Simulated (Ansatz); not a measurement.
Basis sets compared for diborane 1,2-di F (B₂H₄F₂). Charge 0, multiplicity 1. Geometry PBE-D4/def2-TZVP. Ansatz on 2 threads of Intel Xeon Platinum 8375C on a shared host; times are rough, and most runs start from earlier orbitals.

```xyz
8

B    -0.069   -0.583   -0.683
B     0.053    0.573    0.693
F     0.793   -0.482   -1.717
F     1.006    1.529    0.677
H    -0.923   -1.426   -0.653
H    -0.697    0.577   -0.423
H    -0.722    0.469    1.603
H     0.557   -0.658    0.503
```

Another isomer (singlet) lies 0.39 eV lower at PBE0-D4/def2-TZVP; other spin states weren't run for this one.

Binding counts from free atoms (B doublet, F doublet, H doublet) in the same basis, without a counterpoise term.

```csv
level,functions,energy (Eh),HOMO (eV),LUMO (eV),binding per atom (eV),wall time
PBE-D4/def2-SVP,76,-251.4031,-8.04,-1.25,3.97,0.55 s
PBE0-D4/def2-SVP,76,-251.4202,-9.74,-0.29,3.89,0.65 s
```

Problem. Estimate the rows for PBE-D4/def2-TZVP (with forces), PBE0-D4/def2-TZVP.

Solution. 
```csv
level,functions,energy (Eh),HOMO (eV),LUMO (eV),binding per atom (eV),wall time
PBE-D4/def2-TZVP (with forces),148,-251.7041,-8.21,-1.43,3.90,1.2 s
PBE0-D4/def2-TZVP,148,-251.7189,-9.85,-0.44,3.83,1.2 s
```
